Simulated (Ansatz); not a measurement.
Reaction (formal exchange of groups at the Si–Cl bond): `CB[SiH2]Cl` + CH₄ → `CB[SiH2]C` + HCl

Isolated molecules relaxed with PBE0-D4/def2-TZVP in Ansatz; ΔE leaves out vibrations. CCSD(T)/CBS adds triple-zeta CCSD(T) − MP2 to the extrapolated MP2 energy (def2 sets, frozen cores). This one scheme is used for every species. DFT in def2-TZVPP. B3LYP here is the variant with VWN-RPA as its local correlation; programs differ in this. One conformer a species, not always the lowest.

`CB[SiH2]Cl`:

Cartesian coordinates in Å:
```
C 0.635 0.754 -1.245
B 0.720 -0.109 0.041
Si -0.952 -0.664 1.017
Cl -0.589 -1.430 2.903
H -0.336 0.808 -1.739
H 0.862 1.774 -0.886
H 1.416 0.531 -1.977
H 1.796 -0.414 0.470
H -1.653 -1.722 0.236
H -1.899 0.472 1.181
```

CH₄:

Cartesian coordinates in Å:
```
C 0.000 0.000 0.000
H -0.599 0.720 -0.556
H 0.680 0.530 0.666
H 0.575 -0.609 -0.697
H -0.656 -0.642 0.587
```

`CB[SiH2]C`:

```xyz
13

C    -0.813    1.803   -0.265
B     0.410    1.222    0.493
Si    0.932   -0.728    0.511
C    -0.173   -1.853   -0.510
H    -0.689    2.835   -0.604
H    -1.222    1.189   -1.069
H    -1.594    1.850    0.516
H     1.066    1.974    1.165
H     0.961   -1.210    1.926
H     2.338   -0.828    0.010
H    -0.180   -1.542   -1.558
H     0.169   -2.889   -0.469
H    -1.203   -1.823   -0.146
```

HCl:

Cartesian coordinates in Å:
```
Cl 0.042 0.583 0.258
H -0.042 -0.583 -0.258
```

```json
{"level": "PBE-D4", "ΔE (kJ/mol)": "102.1", "difference from CCSD(T)/CBS": "-2.7"}
{"level": "r2SCAN-D4", "ΔE (kJ/mol)": "107.6", "difference from CCSD(T)/CBS": "2.8"}
{"level": "PBE0-D4", "ΔE (kJ/mol)": "103.9", "difference from CCSD(T)/CBS": "-0.9"}
{"level": "B3LYP-D4", "ΔE (kJ/mol)": "107.5", "difference from CCSD(T)/CBS": "2.7"}
{"level": "ωB97X-V", "ΔE (kJ/mol)": "105.7", "difference from CCSD(T)/CBS": "0.9"}
{"level": "ωB97M-V", "ΔE (kJ/mol)": "105.5", "difference from CCSD(T)/CBS": "0.7"}
{"level": "PBE0", "ΔE (kJ/mol)": "105.2", "difference from CCSD(T)/CBS": "0.4"}
{"level": "B3LYP", "ΔE (kJ/mol)": "109.4", "difference from CCSD(T)/CBS": "4.6"}
{"level": "HF/def2-TZVPP", "ΔE (kJ/mol)": "117.5", "difference from CCSD(T)/CBS": "12.7"}
{"level": "MP2/def2-TZVPP", "ΔE (kJ/mol)": "106.2", "difference from CCSD(T)/CBS": "1.4"}
{"level": "SCS-MP2/def2-TZVPP", "ΔE (kJ/mol)": "106.8", "difference from CCSD(T)/CBS": "2.0"}
{"level": "CCSD/def2-TZVPP", "ΔE (kJ/mol)": "102.2", "difference from CCSD(T)/CBS": "-2.6"}
{"level": "CCSD(T)/def2-TZVPP", "ΔE (kJ/mol)": "101.2", "difference from CCSD(T)/CBS": "-3.6"}
{"level": "SCS-MP2/def2-QZVPP", "ΔE (kJ/mol)": "108.9", "difference from CCSD(T)/CBS": "4.1"}
{"level": "MP2/CBS(def2)", "ΔE (kJ/mol)": "109.8", "difference from CCSD(T)/CBS": "5.0"}
{"level": "CCSD/CBS(def2)", "ΔE (kJ/mol)": "105.8", "difference from CCSD(T)/CBS": "1.0"}
{"level": "CCSD(T)/CBS", "ΔE (kJ/mol)": "104.8", "difference from CCSD(T)/CBS": "0"}
```

Largest T1 diagnostic among the species: 0.011.

In def2-TZVPP, CCSD(T) changes the Hartree–Fock value by −16.4 kJ/mol (the triples alone add −1.0 kJ/mol) and MP2 by −11.4 kJ/mol.
